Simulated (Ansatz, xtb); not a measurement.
## Ranking isomers of C4H3FN2O

8 gas-phase structures of C4H3FN2O, from a drawn sample of its isomers (lower ones may exist). Each was relaxed with GFN2-xTB; where two conformers were screened, the lower at r2SCAN-D4/def2-SVP//GFN2-xTB is listed:

A. `O=Cc1cnc(F)[nH]1`, a singlet
B. `F/C=C\c1nnco1`, a singlet
C. `O=Cc1c[nH]nc1F`, a singlet
D. `[H]/N=C\c1ncc(F)o1`, a singlet
E. `O=Cn1cc(F)cn1`, a singlet
F. `O=Cn1ccnc1F`, a singlet
G. `O=Cc1n[nH]cc1F`, a singlet
H. `Oc1cnncc1F`, a singlet

Task: Make a reasoned guess at their ranking by r2SCAN-D4/def2-SVP//GFN2-xTB single-point energy.

Result: Calculated order at r2SCAN-D4/def2-SVP//GFN2-xTB: A (0.0), F (16.8), C (67.4), E (73.6), G (95.3), D (110.5), H (127.1), B (154.0) kJ/mol.

Energies above the lowest of each column, in kJ/mol; the last columns are at r2SCAN-D4/def2-SVP geometries and were run for some of them only (a dash: not run or not comparable):

```csv
structure,GFN2-xTB,HF/STO-3G,r2SCAN-D4/def2-SVP//GFN2-xTB,r2SCAN-D4/def2-SVP,CCSD(T)/def2-SVP + ΔMP2/def2-TZVPP
A,20.4,12.6,0.0,0.0,0.0
F,0.0,0.0,16.8,15.6,9.6
C,84.5,51.5,67.4,66.7,61.9
E,54.6,43.3,73.6,71.8,–
G,105.0,68.9,95.3,–,–
D,86.8,39.7,110.5,–,–
H,90.0,76.6,127.1,–,–
B,103.6,55.4,154.0,–,–
```

CCSD(T)/def2-SVP + ΔMP2/def2-TZVPP puts A lowest of those it was run on; GFN2-xTB picks F, HF/STO-3G picks F. Flexible structures stand in one conformer each, not always the lowest. Frequencies (GFN2-xTB) were run for A, C, F alone. ΔMP2 is the change of the MP2 energy from the smaller to the larger basis.

Over these structures GFN2-xTB departs from r2SCAN-D4/def2-SVP//GFN2-xTB by 21.2 kJ/mol on average once a common shift is removed. A GFN2-xTB relaxation took about 0.085 s and the r2SCAN-D4/def2-SVP//GFN2-xTB energy about 4.7 s on a shared host (Ansatz 0.2.0, xtb 6.7.1).
